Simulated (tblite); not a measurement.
Record of a relaxation.

Species: C7H8O3.
SMILES with atom numbers: `[CH3:1][O:2][C:3]1([CH3:4])[C:5](=[O:6])[CH:7]=[CH:8][C:9]1=[O:10]` (hydrogens: H11, H12, H13 on C1; H14, H15, H16 on C4; H17 on C7; H18 on C8)

Computed with GFN2-xTB (tblite), gas phase: L-BFGS steps from a force-field or distance-geometry start until the largest atomic force falls under 0.01 eV/Å. 6 of its 116 geometries are shown.

Step 0: E = -848.4675 eV, largest atomic force 5.059 eV/Å
```
atom  x, y, z in Å  |  force x, y, z in eV/Å
C1      1.977    0.218    0.708    0.275   0.172   1.476
O2      1.360   -0.540   -0.266    2.144  -0.787  -0.740
C3      0.018   -0.415   -0.374   -1.218  -0.816  -1.262
C4     -0.404   -1.347   -1.510    0.574  -1.366   0.014
C5     -0.759   -0.654    0.879   -1.127  -3.403   3.340
O6     -0.914   -1.750    1.503    0.564   3.672  -2.178
C7     -1.337    0.649    1.266   -0.327  -0.424   0.917
C8     -1.137    1.542    0.306   -0.072   0.511  -0.497
C9     -0.424    0.932   -0.817    0.401   3.419  -3.707
O10    -0.219    1.456   -1.957   -0.685  -1.695   3.824
H11     1.517   -0.069    1.685    0.275   0.617  -0.177
H12     1.926    1.308    0.534   -0.176  -0.283   0.096
H13     3.034   -0.067    0.776   -0.239  -0.035  -0.313
H14     0.128   -2.324   -1.316   -0.917   0.770  -0.248
H15    -1.504   -1.453   -1.568    0.826  -0.033  -0.107
H16     0.054   -0.922   -2.411   -0.478  -0.198   0.039
H17    -1.849    0.888    2.199    0.192  -0.458  -0.259
H18    -1.475    2.555    0.352   -0.013   0.338  -0.219
```

Step 23: E = -849.1698 eV, largest atomic force 0.076 eV/Å
```
atom  x, y, z in Å  |  force x, y, z in eV/Å
C1      1.986    0.226    0.749   -0.008  -0.018  -0.010
O2      1.410   -0.566   -0.262   -0.006   0.035  -0.029
C3      0.013   -0.417   -0.443   -0.010   0.011   0.020
C4     -0.403   -1.410   -1.526   -0.004  -0.020  -0.013
C5     -0.761   -0.654    0.871    0.034  -0.001   0.068
O6     -0.858   -1.696    1.459   -0.033   0.014   0.012
C7     -1.355    0.647    1.264   -0.011  -0.011  -0.015
C8     -1.151    1.575    0.323    0.019   0.012   0.024
C9     -0.389    1.024   -0.823   -0.002   0.035   0.024
O10    -0.151    1.582   -1.861    0.015  -0.007   0.031
H11     1.555    0.010    1.735    0.002  -0.005  -0.026
H12     1.879    1.300    0.545    0.023  -0.054  -0.019
H13     3.040   -0.045    0.754   -0.012   0.060   0.005
H14     0.019   -2.379   -1.280   -0.002  -0.046   0.001
H15    -1.485   -1.489   -1.583   -0.026   0.030   0.012
H16    -0.013   -1.080   -2.484    0.034   0.012  -0.013
H17    -1.873    0.775    2.200   -0.005  -0.025  -0.045
H18    -1.474    2.603    0.349   -0.006  -0.023  -0.027
```

Step 46: E = -849.1894 eV, largest atomic force 0.045 eV/Å
```
atom  x, y, z in Å  |  force x, y, z in eV/Å
C1      2.042    0.234    0.693    0.010  -0.011   0.001
O2      1.434   -0.625   -0.243    0.019   0.016  -0.033
C3      0.043   -0.430   -0.397    0.006  -0.006  -0.001
C4     -0.445   -1.375   -1.496   -0.006   0.015   0.003
C5     -0.737   -0.672    0.912    0.001   0.022  -0.010
O6     -0.771   -1.692    1.545    0.009   0.004   0.013
C7     -1.442    0.592    1.231   -0.030   0.011  -0.003
C8     -1.210    1.529    0.308    0.006   0.007   0.000
C9     -0.314    1.028   -0.759   -0.024  -0.038   0.007
O10     0.053    1.630   -1.731    0.009   0.027  -0.005
H11     1.684    0.044    1.712   -0.008  -0.002   0.002
H12     1.869    1.288    0.445    0.029  -0.004   0.011
H13     3.108    0.026    0.643    0.007  -0.032  -0.013
H14    -0.234   -2.401   -1.209    0.023   0.024   0.009
H15    -1.515   -1.251   -1.647   -0.013  -0.011  -0.002
H16     0.080   -1.138   -2.417    0.015  -0.024  -0.003
H17    -2.058    0.684    2.108   -0.026   0.001   0.023
H18    -1.596    2.535    0.289   -0.026   0.000   0.001
```

Step 69: E = -849.2139 eV, largest atomic force 0.136 eV/Å
```
atom  x, y, z in Å  |  force x, y, z in eV/Å
C1      2.190    0.157    0.615   -0.001   0.031   0.019
O2      1.457   -0.631   -0.294    0.010   0.021   0.004
C3      0.079   -0.360   -0.343    0.009  -0.015  -0.046
C4     -0.496   -1.288   -1.421   -0.011  -0.054  -0.024
C5     -0.674   -0.614    0.978    0.013  -0.014  -0.001
O6     -0.522   -1.550    1.717    0.002   0.080  -0.017
C7     -1.617    0.514    1.145    0.001  -0.028   0.021
C8     -1.405    1.465    0.230   -0.004  -0.026  -0.031
C9     -0.288    1.100   -0.673    0.026   0.046  -0.101
O10     0.228    1.807   -1.498   -0.014  -0.088   0.103
H11     1.858    0.001    1.645    0.002  -0.039   0.052
H12     2.109    1.221    0.373    0.060   0.038  -0.010
H13     3.226   -0.162    0.516   -0.026   0.008  -0.003
H14    -0.475   -2.308   -1.045    0.000  -0.035  -0.024
H15    -1.514   -1.017   -1.687    0.008   0.026   0.032
H16     0.147   -1.225   -2.296   -0.049   0.034  -0.009
H17    -2.365    0.508    1.919   -0.031   0.022   0.016
H18    -1.948    2.387    0.106    0.004  -0.006   0.019
```

Step 92: E = -849.2312 eV, largest atomic force 0.044 eV/Å
```
atom  x, y, z in Å  |  force x, y, z in eV/Å
C1      2.220    0.112    0.629   -0.002   0.008  -0.002
O2      1.470   -0.622   -0.314   -0.001   0.004   0.006
C3      0.096   -0.347   -0.338    0.011   0.020  -0.024
C4     -0.526   -1.259   -1.406    0.013   0.009   0.006
C5     -0.628   -0.567    1.004   -0.008   0.008  -0.024
O6     -0.372   -1.408    1.823   -0.014  -0.013   0.011
C7     -1.653    0.494    1.095   -0.035   0.000  -0.013
C8     -1.463    1.427    0.157   -0.002   0.006   0.004
C9     -0.279    1.113   -0.672    0.015  -0.001   0.003
O10     0.298    1.846   -1.429   -0.011  -0.023   0.036
H11     1.857   -0.048    1.649    0.018  -0.014   0.001
H12     2.210    1.185    0.406    0.007  -0.007  -0.013
H13     3.237   -0.265    0.547    0.006   0.014  -0.008
H14    -0.394   -2.296   -1.107   -0.005   0.013  -0.001
H15    -1.583   -1.040   -1.534    0.002  -0.026   0.011
H16    -0.002   -1.094   -2.345   -0.013   0.001   0.017
H17    -2.434    0.467    1.837    0.004  -0.003  -0.002
H18    -2.062    2.306   -0.013    0.016   0.003  -0.007
```

Step 115: E = -849.2350 eV, largest atomic force 0.009 eV/Å
```
atom  x, y, z in Å  |  force x, y, z in eV/Å
C1      2.242    0.104    0.614    0.001  -0.002   0.001
O2      1.467   -0.636   -0.303    0.004  -0.002  -0.005
C3      0.098   -0.343   -0.323    0.002  -0.001   0.000
C4     -0.533   -1.251   -1.389    0.002   0.000   0.001
C5     -0.643   -0.559    1.011    0.002  -0.002   0.003
O6     -0.387   -1.383    1.848    0.000   0.002  -0.003
C7     -1.690    0.484    1.066    0.001   0.001   0.000
C8     -1.475    1.423    0.138   -0.001   0.000   0.003
C9     -0.260    1.120   -0.648   -0.006   0.002   0.006
O10     0.356    1.865   -1.362   -0.002   0.005  -0.002
H11     1.917   -0.064    1.646    0.003   0.001   0.006
H12     2.215    1.176    0.393   -0.004   0.004  -0.001
H13     3.260   -0.261    0.495    0.003  -0.003   0.002
H14    -0.344   -2.287   -1.118    0.000  -0.007  -0.002
H15    -1.604   -1.079   -1.463   -0.002   0.001  -0.002
H16    -0.059   -1.046   -2.345   -0.003  -0.002  -0.002
H17    -2.495    0.445    1.780   -0.001   0.002  -0.003
H18    -2.073    2.299   -0.052    0.002   0.002  -0.003
```

Task: Summarise the path.

Result: The energy falls by 17.70 kcal/mol from step 0 to step 115; nine tenths of that is first reached at step 12. It falls at every step. The largest force goes from 5.059 to 0.009 eV/Å. Among the bonds C9=O10 changes most (a near tie, within 0.001 Å, with another), from 1.271 to 1.201 Å; the atoms move by 0.489 Å rms after alignment.

Task: Follow the three bonds and two angles with the largest change from start to end.

Result: 
```csv
step,E above end (kcal/mol),largest force (eV/Å),C9=O10 (Å),C5=O6 (Å),C3–C9 (Å),C5–C7–H17 (°),O2–C1–H11 (°)
0,17.70,5.059,1.271,1.271,1.485,127.0,107.0
5,2.91,0.776,1.193,1.194,1.545,123.6,110.8
10,1.86,0.261,1.204,1.203,1.544,121.5,111.2
15,1.69,0.081,1.201,1.202,1.547,121.3,112.4
20,1.55,0.064,1.201,1.201,1.544,121.7,112.3
25,1.46,0.112,1.202,1.202,1.545,121.7,111.9
30,1.40,0.042,1.201,1.201,1.545,121.5,111.6
35,1.34,0.065,1.201,1.201,1.544,121.4,111.3
40,1.16,0.144,1.202,1.202,1.540,121.4,111.8
45,1.06,0.063,1.201,1.201,1.543,121.4,111.7
50,1.00,0.095,1.202,1.202,1.545,121.5,111.9
55,0.83,0.111,1.201,1.201,1.542,121.9,111.9
60,0.70,0.078,1.202,1.202,1.542,121.5,111.7
65,0.61,0.080,1.201,1.201,1.542,121.8,112.0
70,0.46,0.102,1.202,1.202,1.542,121.3,111.6
75,0.33,0.102,1.201,1.201,1.542,121.7,111.7
80,0.22,0.059,1.201,1.202,1.541,121.6,111.7
85,0.17,0.056,1.201,1.202,1.541,121.6,111.7
90,0.10,0.041,1.201,1.202,1.542,121.8,111.7
95,0.07,0.046,1.202,1.202,1.543,121.9,111.6
100,0.03,0.034,1.202,1.202,1.543,121.9,111.5
105,0.01,0.022,1.201,1.202,1.542,121.9,111.6
110,0.00,0.018,1.201,1.201,1.542,121.9,111.7
115,0.00,0.009,1.201,1.201,1.541,121.9,111.6
```

The cost below is that of the whole relaxation. Time: 0.98 s wall. Hardware: an AMD EPYC 7B13 with one thread, no GPU, on a shared host.
